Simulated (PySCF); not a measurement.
## How methods differ on the excitation energy of Ne²⁺

Ne²⁺ [He] 2s2 2p4 (3P) → Ne²⁺ [He] 2s1 2p4 3s1 (5P), as a difference of total energies. Computed with PySCF 2.14 in x2c-QZVPPall with one added diffuse shell each of s, p, d, f type (8s5p4d3f1g, 73 functions), with scalar relativity by spin-free X2C-1e. Correlated levels: valence and next inner shell: nothing frozen. The calculations carry no spin-orbit coupling.

| method | excitation energy (eV) |
| --- | --- |
| UHF | 60.168 |
| MP2 (valence and next inner shell) | 61.097 |
| SCS-MP2 (valence and next inner shell) | 61.298 |
| CCSD (valence and next inner shell) | 61.407 |
| CCSD(T) (valence and next inner shell) | 61.375 |

How much does correlation contribute at CCSD(T) (valence and next inner shell)?

61.375 − (60.168) = 1.207 eV, measured against UHF.

The promoted electron is Rydberg-like, and one or two diffuse shells describe it only roughly, which tends to raise the upper state.
